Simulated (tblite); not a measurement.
Compound: C6H3F2O (doublet state).
Structure used (GFN2-xTB), in Å, numbered top down from 1:
```xyz
12
C6H3F2O angstrom
O      2.1874    0.8452   -0.3272
C      0.9667    0.3163   -0.1171
C     -0.1736    0.9994   -0.5201
C     -1.4192    0.4447   -0.2968
F     -2.5140    1.1163   -0.6901
C     -1.5815   -0.7919    0.3241
C     -0.4407   -1.4289    0.7031
C      0.8100   -0.9340    0.5119
F      1.9397   -1.5760    0.8945
H      2.8708    0.2491    0.0117
H     -0.0781    1.9576   -1.0033
H     -2.5662   -1.1985    0.4834
```

Computed geometry: GFN2-xTB, gas phase. This method treats the open shell by occupation alone, without spin polarisation.

Take the most abundant isotopes and a rigid rotor. The values belong to one conformer with, in the numbering `[OH:1][c:2]1[cH:3][c:4]([F:5])[cH:6][c:7][c:8]1[F:9]`, H–O1–C2–C3 180°.

Q: Give the principal moments of inertia and the rotational constants in GHz.

A: Ia = 149.87, Ib = 395.68, Ic = 545.54 u·Å²; 505379 MHz·u·Å²/I gives 3372, 1277 and 926.4 MHz, that is A = 3.3722, B = 1.2773, C = 0.9264 GHz.

Q: What kind of rotor is it?

A: An asymmetric top. Ray's parameter κ = (2B − A − C)/(A − C) = -0.713; −1 is the prolate and +1 the oblate limit.

Q: Is it planar, by Δ = Ic − Ia − Ib?

A: Planar: Δ = Ic − Ia − Ib = 0.00 u·Å². For a rigid frame Δ = −2 Σ m c², so it vanishes when all atoms lie in the ab plane; here none is more than 0.01 Å from it.

Q: Where do the levels up to J = 5 lie, in MHz?

A: Above 0(0,0):
J = 1: 1(0,1) 2204, 1(1,1) 4299, 1(1,0) 4649
J = 2: 2(0,2) 6570, 2(1,2) 8355, 2(1,1) 9408, 2(2,1) 15693, 2(2,0) 15733
J = 3: 3(0,3) 13023, 3(1,3) 14416, 3(1,2) 16518, 3(2,2) 22303, 3(2,1) 22502, 3(3,1) 33679, 3(3,0) 33682
J = 4: 4(0,4) 21461, 4(1,4) 22455, 4(1,3) 25944, 4(2,3) 31086, 4(2,2) 31661, 4(3,2) 42567, 4(3,1) 42587, 4(4,1) 58394, 4(4,0) 58395
J = 5: 5(0,5) 31794, 5(1,5) 32447, 5(1,4) 37630, 5(2,4) 42015, 5(2,3) 43274, 5(3,3) 53696, 5(3,2) 53777, 5(4,2) 69502, 5(4,1) 69504, 5(5,1) 89853, 5(5,0) 89853

Q: Estimate the classical rotational partition function at 10 K, 50 K and 200 K.

A: Point group Cs, symmetry number σ = 1; q = (√π/σ)·√((kT/h)³/(ABC)), k/h = 20836.6 MHz/K: 2670 at 10 K, 29800 at 50 K, 239000 at 200 K.

For this open shell read J as N, the rotation without spin; fine and hyperfine splittings come on top. Its GFN2-xTB frequencies are all real (lowest 130 cm⁻¹). No vibrational averaging or centrifugal distortion is included, and the geometry carries the error of its method.

On Arm Neoverse V2, one thread, no GPU (shared host), this took under 0.1 s of wall time. This is the geometry optimisation.
